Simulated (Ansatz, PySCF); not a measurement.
Gas-phase reaction in SMILES: CN (CH5N) [methanamine] → [CH3] (CH3) + [NH2] (NH2) (the C-N bond at the site shown breaks; other sites are not compared here)
Structures are relaxed separately at B3LYP-D3(BJ)/def2-TZVP in Ansatz (a quantum-chemistry and plane-wave program).

Property: bond dissociation energy (electronic energy difference), in kJ/mol. Correlated levels leave the core frozen unless marked. UHF or UKS for open shells. Spin-orbit coupling is left out. Non-relativistic. Basis-set limits of correlation are two-point, X^-3; Hartree-Fock from the larger set. The bracket is a focal-point correction in the basis named.

```csv
level,program,bond dissociation energy (kJ/mol)
PBE/def2-TZVPD,Ansatz,…
M06-L-D4/def2-TZVPD,PySCF + dftd4,370.2
r2SCAN-D4/def2-TZVPD,Ansatz + dftd4,352.7
TPSSh-D3(BJ)/def2-TZVPD,PySCF + dftd3,…
B2GP-PLYP-D3(BJ)/def2-TZVPD,Ansatz + dftd3,375.2
SCS-MP2/6-31G*,Ansatz,375.4
CCSD/STO-3G,Ansatz,381.6
CCSD/cc-pVDZ,Ansatz,352.1
CCSD/cc-pwCVTZ,Ansatz,…
"RI-MP2/CBS(aug-cc-pVTZ,aug-cc-pVQZ)+[CCSD(T)-MP2]/aug-cc-pVTZ",Ansatz,…
```

Fill in the missing entries.


- PBE/def2-TZVPD, bond dissociation energy (kJ/mol): 386.5
- TPSSh-D3(BJ)/def2-TZVPD, bond dissociation energy (kJ/mol): 359.1
- CCSD/cc-pwCVTZ, bond dissociation energy (kJ/mol): 361.5
- RI-MP2/CBS(aug-cc-pVTZ,aug-cc-pVQZ)+[CCSD(T)-MP2]/aug-cc-pVTZ, bond dissociation energy (kJ/mol): 384.4
